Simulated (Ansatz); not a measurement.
Born–Oppenheimer molecular dynamics of F2H4O2SSi (10 atoms, charge 0, multiplicity 1). It starts at the highest image of a converged band, a first-order saddle point between two minima.

Computed with Ansatz, RKS revPBE/def2-SVP.

```yaml
ensemble: NVE (velocity Verlet)
time_step: 0.5 fs
steps_asked: 200
starting_velocities_drawn_for: 300 K
seed: 7183
```

First frame:

```xyz
10
Properties=species:S:1:pos:R:3
Si 0.284 0.151 0.092
O -0.066 0.079 1.896
H -0.921 -0.298 2.198
O 1.778 -0.286 -0.524
H 1.717 -1.196 -0.877
F -0.812 1.052 -0.732
F -0.491 -1.317 -0.099
S 1.209 2.206 0.981
H 2.405 1.669 1.352
H 0.308 1.183 2.031
```

(1) How far do the bonds stretch over the last three quarters of this one trajectory? (Pairs bonded in most of those frames.)

## Answers

(1) 
| bond | mean (Å) | spread (Å) | shortest | longest |
| --- | --- | --- | --- | --- |
| Si1–O2 | 1.683 | 0.056 | 1.60 | 1.85 |
| Si1–O4 | 1.671 | 0.023 | 1.62 | 1.71 |
| Si1–F6 | 1.627 | 0.025 | 1.57 | 1.66 |
| Si1–F7 | 1.651 | 0.010 | 1.63 | 1.66 |
| O2–H3 | 0.981 | 0.032 | 0.93 | 1.04 |
| O4–H5 | 0.978 | 0.027 | 0.94 | 1.02 |
| S8–H9 | 1.362 | 0.004 | 1.35 | 1.37 |
| S8–H10 | 1.378 | 0.057 | 1.30 | 1.54 |

Mean temperature of the second half: 811 K. The conserved energy stayed within 0.27 meV per atom of its start (net change 0.065 meV per atom), so the integration is sound. The kinetic energy rose, since the run started high on the potential surface and went downhill. It ends in pieces (F2H2O2Si + H2S), so much of that is their flight and rotation, not heat. A run of 0.1 ps of so small a system gives no equilibrium averages. The orbitals stay closed-shell, which can raise the energy where a bond breaks towards radicals; this wasn't checked here.

The run took 2.5 min on 4 threads of AMD EPYC 7R13 Processor (Zen 3) (shared host), peak memory 0.18 GiB.
